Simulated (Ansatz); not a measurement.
Ideal-gas functions of `[SH][Ga][Br]` radical at 298.15 K and 1 bar, from an Ansatz frequency run at PBE0-D4/def2-TZVP.

Molar mass 182.7 g/mol, point group Cs (symmetry number 1), electronic degeneracy 2, moments of inertia 57.175, 389.205, 446.38 u Å². Harmonic wavenumbers (cm⁻¹, unscaled): 97, 227, 272, 377, 611, 2698.

Use S(trans) = R[1.5 ln M + 2.5 ln T − 1.1517]; rotational temperatures θ = 24.2544 K / I; S(rot) = R[ln(√π/σ · √(T³/θAθBθC)) + 1.5]; for each mode x = 1.438777 ν̃/T, S = R[x/(eˣ − 1) − ln(1 − e⁻ˣ)] and H = RT x/(eˣ − 1); 1 cm⁻¹ = 0.0119627 kJ/mol; R = 8.31446 J/(mol·K).

Q: By hand: the entropy, in J/(mol·K).

A: Translation 173.8. Rotation: θ = 0.4242, 0.0623, 0.0543 K, giving 115.5. Vibration, mode by mode: 14.70, 7.96, 6.63, 4.40, 1.80, 0.00, in all 35.5. Electronic 5.8. Sum 330.6 J/(mol·K).

Q: By hand: H − E and G − E in kJ/mol, counted from the electronic energy.

A: Zero-point energy ½ × 4282 × 0.0119627 = 25.6; thermal vibration 5.8; translation, rotation and pV give 4 RT = 9.9. H − E = 41.3 kJ/mol, and G − E = 41.3 − 298.15 × 330.6/1000 = -57.3 kJ/mol.

Vibration gives 11 % of the entropy, 14.7 J/(mol·K) of it from the mode under 150 cm⁻¹: soft modes count most, and the harmonic formula is weakest for them. The sum counts one conformer and one mirror image; others add a mixing term.
